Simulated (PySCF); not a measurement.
# Mg⁺ (magnesium, charge +1) across methods

[Ne] 3p1, 2P determinant (an excited configuration). All numbers are calculated (PySCF 2.14, the non-relativistic Hamiltonian (point nucleus), in aug-cc-pVDZ). The B2PLYP total includes its PT2 part (frozen core); its orbital energies are those of the SCF part.

```json
{"method": "UHF", "E (hartree)": "-199.20753", "mean ε 2p α (eV)": "-72.943", "mean ε 2p β (eV)": "-72.772", "mean ε 3p α (eV)": "-10.432", "Σ⟨r²⟩ (bohr²)": "19.21", "⟨S²⟩": "0.750"}
{"method": "LDA", "E (hartree)": "-198.6826", "mean ε 2p α (eV)": "-57.542", "mean ε 2p β (eV)": "-57.451", "mean ε 3p α (eV)": "-8.340", "Σ⟨r²⟩ (bohr²)": "18.10", "⟨S²⟩": "0.750"}
{"method": "B2PLYP", "E (hartree)": "-199.5219", "mean ε 2p α (eV)": "-65.972", "mean ε 2p β (eV)": "-65.846", "mean ε 3p α (eV)": "-9.515", "Σ⟨r²⟩ (bohr²)": "18.44", "⟨S²⟩": "0.750"}
{"method": "BP86", "E (hartree)": "-199.6513", "mean ε 2p α (eV)": "-57.635", "mean ε 2p β (eV)": "-57.556", "mean ε 3p α (eV)": "-8.516", "Σ⟨r²⟩ (bohr²)": "18.05", "⟨S²⟩": "0.750"}
{"method": "PBE0", "E (hartree)": "-199.5324", "mean ε 2p α (eV)": "-61.659", "mean ε 2p β (eV)": "-61.546", "mean ε 3p α (eV)": "-9.051", "Σ⟨r²⟩ (bohr²)": "18.25", "⟨S²⟩": "0.750"}
{"method": "TPSSh", "E (hartree)": "-199.6520", "mean ε 2p α (eV)": "-59.505", "mean ε 2p β (eV)": "-59.414", "mean ε 3p α (eV)": "-8.647", "Σ⟨r²⟩ (bohr²)": "18.18", "⟨S²⟩": "0.750"}
{"method": "r2SCAN", "E (hartree)": "-199.6141", "mean ε 2p α (eV)": "-58.939", "mean ε 2p β (eV)": "-58.866", "mean ε 3p α (eV)": "-8.467", "Σ⟨r²⟩ (bohr²)": "18.18", "⟨S²⟩": "0.750"}
{"method": "PBE", "E (hartree)": "-199.5134", "mean ε 2p α (eV)": "-57.515", "mean ε 2p β (eV)": "-57.423", "mean ε 3p α (eV)": "-8.471", "Σ⟨r²⟩ (bohr²)": "18.09", "⟨S²⟩": "0.750"}
{"method": "BHandHLYP", "E (hartree)": "-199.6361", "mean ε 2p α (eV)": "-65.799", "mean ε 2p β (eV)": "-65.680", "mean ε 3p α (eV)": "-9.489", "Σ⟨r²⟩ (bohr²)": "18.28", "⟨S²⟩": "0.750"}
```
